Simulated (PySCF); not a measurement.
**Static response to an electric field**

C₂H₆O₄SSi.
Cartesian coordinates in Å at the GFN2-xTB level; atoms count from 1:
```
atom  x, y, z in Å
O1     2.366    0.740   -1.265
S2     1.533    0.412   -0.155
O3     0.929    1.487    0.585
O4     2.404   -0.477    0.858
C5     0.185   -0.684   -0.605
O6    -0.338   -1.097    0.640
C7    -1.454   -0.199    0.827
Si8   -1.281    0.497   -0.962
H9     1.887   -0.654    1.649
H10    0.569   -1.507   -1.200
H11   -2.338   -0.780    1.099
H12   -1.233    0.509    1.628
H13   -1.043    1.905   -1.204
H14   -2.186   -0.152   -1.918
```

Level: CAM-B3LYP/def2-SVPD (PySCF), static field, nuclei fixed, core orbitals frozen in the response. The polarisability tensor in these axes (au):

```
x   87.85  0.23  1.65
y    0.23 71.80 -4.03
z    1.65 -4.03 78.15
```

Problem. What are the eigenvalues, a third of the trace, and Δα (Δα² = ½Σ(αi − αj)² over the three pairs)?

Solution. Principal values 69.80, 79.87 and 88.13 au; mean 79.27 au = 11.75 Å³ = 13.07 × 10⁻⁴⁰ C²·m²/J; Δα = 15.90 au (20 % of the mean).

Problem. What is the dipole moment, and where does it point?

Solution. (-4.12, -1.75, 0.51) D, 4.51 D in size, pointing from the negative to the positive side. Measured along this direction, the outermost atoms are O1 at the negative end and H11 at the positive end.

Problem. What depolarisation ratio follows for Rayleigh scattering of linearly polarised light, taking the static tensor?

Solution. ρ = 3Δα²/(45ᾱ² + 4Δα²) = 758.9/(282736 + 1011.8) = 0.00267.

Problem. Traceless (Buckingham) quadrupole moment about the centre of nuclear charge: eigenvalues?

Solution. -9.61, 0.10, 9.51 D·Å. The values depend on the origin, since the dipole doesn't vanish. The electronic extent ⟨r²⟩ about the same centre is 1125 bohr², a root-mean-square distance of 1.98 Å for the 80 electrons.

Problem. Sum over states: ᾱ = Σ f/ω², ω in Eh. What share falls to these 8 lowest TDDFT singlets (eV, f)? 6.65, 0.0067; 6.86, 0.0116; 7.27, 0.0324; 7.74, 0.0382; 7.80, 0.0417; 7.90, 0.0232; 7.96, 0.0152; 7.98, 0.0126.

Solution. They add up to 2.33 au, 2.9 % of the 79.27 au; the largest single term is 0.51 au, from the state at 7.80 eV. Terms in order: 0.11, 0.18, 0.45, 0.47, 0.51, 0.27, 0.18, 0.15 au. Higher excitations give the rest. The strengths listed sum to 0.182.

Problem. Orientational against electronic polarisability at 250 K (dilute gas, rigid molecules)?

Solution. In Gaussian units μ²/3kT = 196.38 Å³ against 11.75 Å³, a ratio of 16.72; the Debye molar polarisation (4π/3)N_A(α + μ²/3kT) is 525.0 cm³/mol, leaving out the vibrational part.

Problem. Refractivity n − 1 of an ideal gas of it at 273.15 K and 1 atm, from the electronic α?

Solution. N = p/kT = 2.6868 × 10¹⁹ cm⁻³, so n − 1 = 2π × N × 11.75 × 10⁻²⁴ cm³ = 1983 × 10⁻⁶ at long wavelengths.

Isolated species at its GFN2-xTB geometry (one conformer only).

The run behind these numbers computed excited states as well. Hardware: Arm Neoverse N1, one thread, shared host. Cost: 2.1 min wall (grids of density and orbitals included), 1.1 GiB resident at most.
